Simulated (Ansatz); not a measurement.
O2, charge -1, doublet, geometry from GFN2-xTB (a state made from the parent by changing its charge; the spin is typed, not shown lowest) (a gas-phase anion, which may not be bound at this level); Ansatz (a program for electronic structure) with HF/def2-TZVPD.

Input for Ansatz:
Ansatz 0.2 input:
```yaml
crystal:
  periodic: [false, false, false]
  atoms:
    - {symbol: O, position_ang: [-0.00000000, -0.00000000, -0.67067238]}
    - {symbol: O, position_ang: [0.00000000, 0.00000000, 0.67067238]}
basis:
  gaussian:
    orbitals: def2-TZVPD
hamiltonian:
  xc: hf
total_charge: -1
magnetization: {spin_polarized: true, initial_magnetization: 1}
```

Q: Write the output that Ansatz gives for this input, abridged.

A: 
```
Functional definition: HF
430 factors; their error is unknown
mean field evaluation 1: about -4068.6478 eV, gradient 2.8e1 eV
mean field evaluation 2: about -4071.1942 eV, gradient 1.7e1 eV
mean field evaluation 4: about -4072.1522 eV, gradient 7.8e-1 eV
mean field evaluation 8: about -4072.2377 eV, gradient 3.0e-1 eV
mean field evaluation 16: about -4070.3279 eV, gradient 1.2e1 eV
mean field evaluation 32: about -4065.8034 eV, gradient 5.0e0 eV
mean field evaluation 64: about -4068.6415 eV, gradient 2.8e1 eV
mean field -4072.23789045 eV, -149.6519822119 hartree, gradient 4.1e-5 eV, S^2 0.793878; 0 other end points of the search recorded, 0 dependent functions left out
reference -4072.23789045 eV, -149.6519822119 hartree; 9, 8 occupied and 71, 72 virtual orbitals, 430 factors
Total energy: -4072.23789045 eV, -149.6519822119 hartree
```
